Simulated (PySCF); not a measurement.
GaF2, SMILES [F][Ga+][F], charge +1. The structure is a stationary point at PBE0-D3(BJ)/def2-TZVP. The spin state was assumed, not searched. The isomer is the one that the SMILES or the coordinates give; other isomers of the formula were not compared.

Computed equilibrium geometry at PBE0-D3(BJ)/def2-TZVP (PySCF confirms it by a frequency run) as Cartesian coordinates in Å, and its point group:
point group D∞h.
```xyz
3

Ga     0.0000     0.0000     0.0000
F      0.0000     0.0000     1.6610
F      0.0000     0.0000    -1.6610
```
Charge +1, spin multiplicity 1.
